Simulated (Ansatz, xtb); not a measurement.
## Ranking isomers of AlH3OSe

3 gas-phase structures of AlH3OSe, found in a search over its isomers (lower ones may exist). Each was relaxed with GFN2-xTB; where two conformers were screened, the lower at r2SCAN-D4/def2-SVP is listed:

A. a singlet given by its coordinates
B. `[OH][AlH][SeH]`, a singlet
C. `[AlH2][O][SeH]`, a singlet

A (Å):

```
atom    x (Å)    y (Å)    z (Å)
  Al   0.7264  -0.1784   0.8045
   O   1.0260   0.2048  -1.0693
  Se  -0.3226  -2.0937   0.9078
   H   0.6564  -0.5239  -1.5905
   H   1.4117   0.8804  -1.6443
   H   1.4234   1.1386   1.2062
```

Close contacts (Å): Al1–O2 1.94, Al1–Se3 2.19, Al1–H6 1.54, O2–H4 0.97, O2–H5 0.97.

Estimate their order in r2SCAN-D4/def2-SVP energy at these geometries, lowest first.

Calculated order at r2SCAN-D4/def2-SVP: B (0.0), A (22.6), C (61.2) kcal/mol.

Energies above the lowest of each column, in kcal/mol; the last columns are at r2SCAN-D4/def2-TZVP geometries and were run for some of them only (a dash: not run or not comparable):

| structure | GFN2-xTB | HF/STO-3G | r2SCAN-D4/def2-SVP | r2SCAN-D4/def2-TZVP | CCSD(T)/def2-TZVPP |
| --- | --- | --- | --- | --- | --- |
| B | 0.0 | 0.0 | 0.0 | 0.0 | 0.0 |
| A | 31.7 | 29.2 | 22.6 | 26.3 | 27.4 |
| C | 34.4 | 51.8 | 61.2 | – | – |

Every level run on B puts it lowest or level with the lowest. Some further structures that were screened fall inside this span and aren't listed. Flexible structures stand in one conformer each, not always the lowest. Frequencies (r2SCAN-D4/def2-TZVP) were run for A, B alone.

Programs: Ansatz 0.2.0, xtb 6.7.1.
